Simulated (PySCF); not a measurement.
A calculated (wB97M-V, PySCF 2.14, aug-cc-pVDZ-X2C, scalar relativity by spin-free X2C-1e) atom or ion has these occupied shells.

| shell | electrons | orbital energy (eV) | rms radius, mean of both spins (bohr) |
| --- | --- | --- | --- |
| 1s β | 1 | -3988.8 | 0.0888 |
| 1s α | 1 | -3988.8 | 0.0888 |
| 2s α | 1 | -431.88 | 0.394 |
| 2s β | 1 | -431.77 | 0.394 |
| 2p α | 3 | -348.56 | 0.363 |
| 2p β | 3 | -348.47 | 0.363 |
| 3s α | 1 | -56.745 | 1.25 |
| 3s β | 1 | -56.277 | 1.25 |
| 3p α | 3 | -36.306 | 1.40 |
| 3p β | 3 | -35.716 | 1.40 |
| 3d α | 1 | -9.266 | 2.82 |

(1) Name the element and its charge.

Results:

(1) Ca⁺ (calcium, charge +1), in [Ar] 3d1, 2D determinant (an excited configuration).
